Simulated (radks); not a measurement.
Results of a calculation; reference values are marked as such.
All-electron atom: Ne4+ in [He] 2s2 2p2.

Level of theory: scalar-relativistic Kohn-Sham, PBE, spin-polarised, spherical densities, point nucleus; open shells are filled with parallel spins first (a radial shooting solver on a logarithmic mesh with Libxc functionals).

Energy parts (hartree):
| part | energy |
|---|---|
| total | -120.76963 |
| kinetic | 120.88810 |
| electron-nucleus | -267.77445 |
| Hartree | 35.72733 |
| exchange-correlation | -9.61061 |

Orbitals (lengths in bohr, moments of r in powers of bohr; r(max) is where P^2 peaks):
orbital  occ.  eigenvalue (hartree)     <r^4>  r(max)    <r^2>
1s up       1             -35.02951  0.002929  0.1026  0.03357
1s down     1             -34.92660  0.002889  0.1025  0.03337
2s up       1              -4.90835    0.8083  0.6278   0.6795
2s down     1              -4.66745    0.8760  0.6341   0.7044
2p up       2              -4.11588    0.7392  0.5351   0.6034
2p down     0              -3.85800    0.8326  0.5439   0.6363

The highest occupied level is 2p up at -112.00 eV. For comparison, the ionisation energy in NIST's Atomic Spectra Database is 126.25 eV (measured). In exact Kohn-Sham theory the highest level is minus the ionisation energy, but local and semilocal functionals leave it too shallow, through self-interaction and a potential that decays too fast; potentials with the right tail come closer. Summed over all electrons, <r^2> = 2.658 bohr^2, which gives a Langevin (diamagnetic) susceptibility term of -2.1 x 10^-6 cm^3/mol. The density falls to 0.001 e/bohr^3 at r = 2.00 bohr. Spin moment in Bohr magnetons: 2.
